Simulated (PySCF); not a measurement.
## ³³S chemical shifts

No relativistic terms, averaged over atoms made equivalent by symmetry, fast rotation or ring inversion, isolated molecule, one conformer. Shielding tensors at PBE0/pcSseg-1 (GIAO); geometry: GFN2-xTB; PySCF.

Shieldings were converted by a linear fit to measured shifts: ³³S: δ = 158.28 − 0.937σ (rms 33.3 ppm, 20 shifts vs sulfate, solution or neat liquid). Occasional misses reach two or three times the rms, and more in compound classes unlike the fitted ones.

(1) Give the ³³S shifts of `CCS(=O)(=O)NS(C)(=O)=O`, `CN(S(C)(=O)=O)S(C)(=O)=O`, `CS(=O)(=O)Oc1ccccc1`.

(2) Order these by ³³S shift, lowest first.
A. c1ncsn1
B. c1cnsn1
C. CNc1ccsc1
D. O=S(=O)(/C=C\F)C(F)(F)F
E. CSc1cc[nH]c1

Answers

(1) 
```csv
compound,environment,δ (ppm)
[CH3:1][CH2:2][S:3](=[O:4])(=[O:5])[NH:6][S:7]([CH3:8])(=[O:9])=[O:10],S3: sulfonyl sulfur,-20
[CH3:1][CH2:2][S:3](=[O:4])(=[O:5])[NH:6][S:7]([CH3:8])(=[O:9])=[O:10],S7: sulfonyl sulfur,-41
CN(S(C)(=O)=O)S(C)(=O)=O,sulfonyl sulfur (×2),-31
CS(=O)(=O)Oc1ccccc1,sulfonyl sulfur,-18
```

(2) E (-343 ppm, sulfide sulfur), C (-138 ppm, aromatic ring sulfur), D (-41 ppm, sulfone sulfur), A (92 ppm, aromatic ring sulfur), B (182 ppm, aromatic ring sulfur).
